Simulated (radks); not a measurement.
Values are calculated unless marked as measured or tabulated.
All-electron atom: Os I in [Kr] 4d10 4f14 5s2 5p5 5d7 6s2 (not the ground configuration).

Level of theory: scalar-relativistic Kohn-Sham, SCAN, spin-polarised, spherical densities, finite nucleus; open shells are filled with parallel spins first (spin-orbit coupling, left out, can overturn this in heavy ions); meta-GGA in the generalised Kohn-Sham scheme; Fermi nuclear charge, rms radius 5.4126 fm (a radial shooting solver on a logarithmic mesh with Libxc functionals).

Energy parts (hartree):
| part | energy |
|---|---|
| total | -17251.7555 |
| kinetic | 19114.8092 |
| electron-nucleus | -42744.3521 |
| Hartree | 6717.2490 |
| exchange-correlation | -339.4616 |

Orbitals (lengths in bohr, moments of r in powers of bohr; r(max) is where P^2 peaks):
| orbital | occ. | eigenvalue (hartree) | r(max) | <r^4> |
|---|---|---|---|---|
| 1s up | 1 | -2717.358 | 0.01103 | 5.128e-07 |
| 1s down | 1 | -2717.354 | 0.01103 | 5.128e-07 |
| 2s up | 1 | -474.3423 | 0.06334 | 0.00007622 |
| 2s down | 1 | -474.3347 | 0.06334 | 0.00007622 |
| 2p up | 3 | -412.9591 | 0.05219 | 0.00006068 |
| 2p down | 3 | -412.9501 | 0.05219 | 0.00006068 |
| 3s up | 1 | -110.9029 | 0.1785 | 0.002775 |
| 3s down | 1 | -110.8985 | 0.1785 | 0.002774 |
| 3p up | 3 | -92.76857 | 0.1772 | 0.003017 |
| 3p down | 3 | -92.76277 | 0.1772 | 0.003016 |
| 3d up | 5 | -72.46500 | 0.1446 | 0.002335 |
| 3d down | 5 | -72.45618 | 0.1446 | 0.002335 |
| 4s up | 1 | -23.70008 | 0.4049 | 0.06392 |
| 4s down | 1 | -23.68507 | 0.4051 | 0.06393 |
| 4p up | 3 | -17.72410 | 0.4250 | 0.08526 |
| 4p down | 3 | -17.71040 | 0.4252 | 0.08516 |
| 4d up | 5 | -10.27716 | 0.4346 | 0.1229 |
| 4d down | 5 | -10.26060 | 0.4348 | 0.1221 |
| 4f up | 7 | -2.03771 | 0.4061 | 0.3228 |
| 4f down | 7 | -2.01172 | 0.4060 | 0.3096 |
| 5s up | 1 | -3.55386 | 0.9127 | 1.884 |
| 5s down | 1 | -3.43585 | 0.9061 | 1.860 |
| 5p up | 3 | -2.03000 | 1.032 | 3.541 |
| 5p down | 2 | -1.89857 | 1.021 | 3.661 |
| 5d up | 5 | -0.30664 | 1.318 | 24.75 |
| 5d down | 2 | -0.20970 | 1.349 | 35.28 |
| 6s up | 1 | -0.25658 | 2.431 | 140.6 |
| 6s down | 1 | -0.22336 | 2.453 | 169.0 |

The highest occupied level is 5d down at -5.706 eV. Summed over all electrons, <r^2> = 66.03 bohr^2, which gives a Langevin (diamagnetic) susceptibility term of -52.3 x 10^-6 cm^3/mol. The density falls to 0.001 e/bohr^3 at r = 4.55 bohr. Spin moment in Bohr magnetons: 4. The electron density at the nucleus is 1.789e+06 e/bohr^3 (large components only). The spin density at the nucleus is -18.37 e/bohr^3 (1s -1.19, 2s -0.11, 3s 2.21, 4s 6.46, 5s -29.04, 6s 3.30).

Empty levels of this run are not shown, since the potential may be unsettled where no density lies.
